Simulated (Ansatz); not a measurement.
Consider the isomerisation: `CS[SiH](N)Cl` → `CN[SiH](S)Cl`.

Program: Ansatz. Geometries: PBE0-D4/def2-TZVP. ΔE: electronic, gas phase. CCSD(T)/CBS adds triple-zeta CCSD(T) − MP2 to the extrapolated MP2 energy (def2 sets, frozen cores). Each species was taken in one conformer, which may not be the lowest.

| species | SCS-MP2/def2-QZVPP energy (Eh) |
| --- | --- |
| `CS[SiH](N)Cl` | -1242.96289 |
| `CN[SiH](S)Cl` | -1242.95367 |

Question: Work out ΔE.

Answer: ΔE = (-1242.95367) − (-1242.96289) = 0.00922 Eh = +24.2 kJ/mol. CCSD(T)/CBS gives +24.4 kJ/mol.

Largest T1 diagnostic among the species: 0.010.
